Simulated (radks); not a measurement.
Question: Charge is removed step by step from the 3s down level of As19+, starting from [Ne] 3s(up 1, down 1) 3p2. Level of theory: scalar-relativistic Kohn-Sham, PBEsol, spin-polarised, spherical densities, finite nucleus; open shells are filled with parallel spins first; Fermi nuclear charge, rms radius 4.0968 fm (a radial shooting solver on a logarithmic mesh with Libxc functionals). At the starting occupation the eigenvalue is -795.56 eV. Estimate the energy to remove one whole electron from this level, the eigenvalue at the end, and how far E(n) bends from a straight line.

Answer: Delta-SCF 814.51 eV; final eigenvalue -831.90 eV; the deviation from the straight line is -4.699 eV at 0.5 electron removed, the largest on the grid computed. Slater's transition state (half an electron removed) gives 814.71 eV. Integrating minus the eigenvalue over the occupation (Janak's theorem) gives 814.49 eV. In this scalar-relativistic scheme the density is built from large components alone, so the theorem holds only approximately. The mean slope of the eigenvalue, de/dn, is 36.3 eV per electron.
